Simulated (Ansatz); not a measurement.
Stepwise reaction of `N[Si](N)(O)F` with water, as a gas-phase model of exchange steps in deposition or etching. ΔE in kJ/mol; ΔG adds harmonic PBE0-D4 terms to CCSD(T)/CBS, at 1 bar.

Gas-phase electronic energies from Ansatz, PBE0-D4/def2-TZVP geometries. CBS: MP2 limit from def2 TZ/QZ plus the TZ coupled-cluster correction, frozen cores. This one scheme is used for every species. Functionals use def2-TZVPP. B3LYP here is the variant with VWN-RPA as its local correlation; programs differ in this. Each species was taken in one conformer, which may not be the lowest.

```tsv
step	reaction	PBE-D4	B3LYP-D4	ωB97M-V	CCSD(T)/CBS	ΔG(500 K)
1	`N[Si](N)(O)F` + H₂O → `N[Si](O)(O)F` + NH₃	-40.8	-43.7	-43.7	-42.3	-38.5
2	`N[Si](O)(O)F` + H₂O → `O[Si](O)(O)F` + NH₃	-39.5	-43.2	-42.8	-41.0	-38.9
```

Q: By hand: ΔE of the 2 steps together at CCSD(T)/CBS.

A: (-42.3) + (-41.0) = -83.3 kJ/mol, or -41.6 kJ/mol a step.

In ΔE the steps differ by no more than 1.3 kJ/mol. All are downhill at CCSD(T)/CBS. ΔG lies between -38.9 and -38.5 kJ/mol a step. PBE-D4 differs from CCSD(T)/CBS by 1.5 to 1.5 kJ/mol a step. Isolated molecules leave out the surface, adducts and barriers. Largest T1 diagnostic: 0.011.
